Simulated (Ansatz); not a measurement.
F4Sn, SMILES [F][Sn-]([F])([F])[F] (connectivity only; charge and spin as stated), charge -1, multiplicity 2. Atoms are numbered in the order given.

```xyz
5

Sn     0.0000     0.0000     0.0000
F      1.1910     1.1910     1.1910
F     -1.1910     1.1910    -1.1910
F     -1.1910    -1.1910     1.1910
F      1.1910    -1.1910    -1.1910
```
Charge -1, spin multiplicity 2.

Geometry optimised at B3LYP-D3(BJ)/def2-SVPD. The def2 effective core potentials stand for the cores of Sn; spin–orbit coupling is left out.

Two levels are set side by side: PBE-D3(BJ)/def2-SVPD (Ansatz, an electronic-structure program) and B3LYP-D3(BJ)/def2-SVPD (Ansatz). Each level has its own optimised geometry; the coordinates shown are those of the second. Differences are taken from unrounded values.

| quantity | B3LYP-D3(BJ) | PBE-D3(BJ) | PBE-D3(BJ) minus B3LYP-D3(BJ) |
|---|---|---|---|
| mean bond length (Å) | 2.063 | 2.080 | 0.017 |
| bond Sn1–F2 (Å) | 2.063 | 2.080 | 0.017 |
| bond Sn1–F3 (Å) | 2.063 | 2.080 | 0.017 |
| bond Sn1–F4 (Å) | 2.063 | 2.080 | 0.017 |
| bond Sn1–F5 (Å) | 2.063 | 2.080 | 0.017 |

GGA bonds tend to be longer and softer than those of functionals with exact exchange. Differences between two approximate levels are no errors against the true value.
